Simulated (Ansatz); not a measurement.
Consider the ligand exchange at a B–O bond: `COB1C[SiH2]1` + PH₃ → `PB1C[SiH2]1` + CH₃OH.

Program: Ansatz. Geometries: PBE0-D4/def2-TZVP. ΔE: electronic, gas phase. CCSD(T)/CBS is the MP2 limit (def2-TZVPP, def2-QZVPP) plus CCSD(T) − MP2 in def2-TZVPP, frozen cores. This one scheme is used for every species. DFT in def2-TZVPP. One conformer a species, not always the lowest.

| level | ΔE (kJ/mol) |
| --- | --- |
| ωB97X-V | 106.2 |
| ωB97M-V | 107.7 |
| SCS-MP2/def2-TZVPP | 106.0 |
| CCSD/def2-TZVPP | 107.0 |

Question: What does CCSD(T)/CBS give? (Best estimate.)

Answer: Ansatz gave: +99.6 kJ/mol. The listed levels differ from it by 6.6, 8.1, 6.4, 7.4 kJ/mol.

Largest T1 diagnostic among the species: 0.017.

In def2-TZVPP, CCSD(T) changes the Hartree–Fock value by −14.1 kJ/mol (the triples alone add −2.6 kJ/mol) and MP2 by −17.9 kJ/mol.
